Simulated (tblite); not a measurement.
Species: C2H7BrSi.
Bonds: Si1–C2, C2–C3, C3–Br4. Hydrogens: H5, H6, H7 on Si1; H8, H9 on C2; H10, H11 on C3.

Computed with GFN2-xTB (tblite), gas phase: nudged elastic band of 9 images (0 to 8), spring 0.2 eV/Å², climbing image at the end, force threshold 0.05 eV/Å. No saddle search or frequency run followed, so the top image need not be a first-order saddle, and its height can exceed the method's true barrier by a kcal/mol or more.

The band describes a rotation about C2–C3 (sp3 carbon bound to silicon, sp3 C–Br carbon), followed by the dihedral Si1–C2–C3–Br4, from the optimised start (180°) to a second optimised geometry at -59°.

Question: How does the energy change from image to image?

Answer: 
```csv
image,dihedral (°),E (eV),C2–C3 (Å),Si1···Br4 (Å),largest true force (eV/Å)
0,180,0.000,1.507,4.66,0.01
1,-165,0.019,1.509,4.63,0.05
2,-150,0.069,1.514,4.57,0.07
3,-135,0.122,1.521,4.46,0.05
4,-119,0.144,1.525,4.31,0.04
5,-104,0.121,1.524,4.11,0.05
6,-89,0.068,1.520,3.89,0.06
7,-73,0.018,1.515,3.64,0.05
8,-59,0.001,1.512,3.48,0.01
```

Barriers of this band. The top is image 4 at -119°: 0.14 eV in either direction, as the ends lie within 0.002 eV of each other. The central bond is 0.018 Å longer at the top than at the start.

Question: What rate follows at 298 K for crossing this barrier forward?

Answer: Taking the electronic barrier for the free energy of activation (no zero-point or entropy terms, transmission 1), rate = (kT/h)·exp(−ΔE/kT) ≈ 2 × 10^10 s⁻¹, whose inverse is 4 × 10^-11 s. An error of 1 kcal/mol in the barrier changes this by a factor of 5, and the method and the loose band can each miss by that much or more.

What follows is the cost of the whole band run. On one thread, AMD EPYC (x86_64) (shared host), this took 5.1 s and 0.18 GiB of memory at its peak.
